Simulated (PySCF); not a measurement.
Isomers of C6H14N2Si, one GFN2-xTB conformer each. Single-point energies are computed at PBE0/pcSseg-1 (PySCF, gas phase, no added dispersion term), electronic only.

```
                  SMILES  GFN2-xTB relative energy (kcal/mol)
       CC(C)CNC[SiH2]C#N                                 50.9
   C=CN([SiH3])N(C)C1CC1                                 39.7
 CC[C@H]1CN([SiH3])N=C1C                                  0.0
       C=CCN1CCCN1[SiH3]                                 25.9
C=C(C)[C@@H]1CC[Si]1(N)N                                 29.3
```

Conformers: `[CH3:1][CH:2]([CH3:3])[CH2:4][NH:5][CH2:6][SiH2:7][C:8]#[N:9]` with C1–C2–C4–N5 62°, C2–C4–N5–C6 180°, C4–N5–C6–Si7 178°, N5–C6–Si7–C8 63°; `[CH2:1]=[CH:2][N:3]([SiH3:4])[N:5]([CH3:6])[CH:7]1[CH2:8][CH2:9]1` with C1–C2–N3–Si4 1°, C2–N3–N5–C6 -112°, N3–N5–C7–C8 -68°; `[CH3:1][CH2:2][C@H:3]1[CH2:4][N:5]([SiH3:6])[N:7]=[C:8]1[CH3:9]` with C1–C2–C3–C4 70°; `[CH2:1]=[CH:2][CH2:3][N:4]1[CH2:5][CH2:6][CH2:7][N:8]1[SiH3:9]` with C1–C2–C3–N4 -133°, C2–C3–N4–C5 72°, C3–N4–C5–C6 89°, N4–C5–C6–C7 16°, C5–C6–C7–N8 6°, C6–C7–N8–Si9 115°; `[CH2:1]=[C:2]([CH3:3])[C@@H:4]1[CH2:5][CH2:6][Si:7]1([NH2:8])[NH2:9]` with C1–C2–C4–C5 -145°, C6–Si7–N8–H -92° and 45°, C6–Si7–N9–H -43° and -179°, C2–C4–C5–C6 -130°, C4–C5–C6–Si7 8°, C5–C6–Si7–N8 -114°, C2–C4–Si7–C6 129°.

Task: What does PBE0/pcSseg-1 give for the same structures?

Result: 
```
                  SMILES  PBE0/pcSseg-1 E (Eh)  PBE0/pcSseg-1 (kcal/mol)  GFN2-xTB (kcal/mol)  point group
C=C(C)[C@@H]1CC[Si]1(N)N            -635.50409                       0.0                 29.3           C1
       CC(C)CNC[SiH2]C#N            -635.45602                      30.2                 50.9           C1
 CC[C@H]1CN([SiH3])N=C1C            -635.45133                      33.1                  0.0           C1
       C=CCN1CCCN1[SiH3]            -635.40668                      61.1                 25.9           C1
   C=CN([SiH3])N(C)C1CC1            -635.38157                      76.9                 39.7           C1
```

GFN2-xTB puts CC[C@H]1CN([SiH3])N=C1C lowest instead; measured from each level's own lowest isomer, the values differ by up to 37.2 kcal/mol (C=CN([SiH3])N(C)C1CC1: 39.7 against 76.9). As drawn, the lowest has a four-membered ring, an N–H bond and an Si–C bond, which the highest lacks; the highest has a three-membered ring and an N–N linkage, which the lowest lacks.

Task: Which frontier levels, dipoles and rotational constants go with these structures?

Result: 
```json
{"SMILES": "C=C(C)[C@@H]1CC[Si]1(N)N", "HOMO (eV, PBE0/pcSseg-1)": "-6.10", "LUMO (eV)": "0.79", "dipole (D)": "1.20", "A, B, C (MHz)": "1821, 1038, 948.6"}
{"SMILES": "CC(C)CNC[SiH2]C#N", "HOMO (eV, PBE0/pcSseg-1)": "-6.80", "LUMO (eV)": "-0.39", "dipole (D)": "3.55", "A, B, C (MHz)": "2531, 523.4, 492.3"}
{"SMILES": "CC[C@H]1CN([SiH3])N=C1C", "HOMO (eV, PBE0/pcSseg-1)": "-5.67", "LUMO (eV)": "0.62", "dipole (D)": "2.24", "A, B, C (MHz)": "2042, 899.8, 661.7"}
{"SMILES": "C=CCN1CCCN1[SiH3]", "HOMO (eV, PBE0/pcSseg-1)": "-6.20", "LUMO (eV)": "0.26", "dipole (D)": "1.60", "A, B, C (MHz)": "2349, 879.0, 731.6"}
{"SMILES": "C=CN([SiH3])N(C)C1CC1", "HOMO (eV, PBE0/pcSseg-1)": "-5.88", "LUMO (eV)": "0.85", "dipole (D)": "1.76", "A, B, C (MHz)": "1916, 971.0, 897.1"}
```
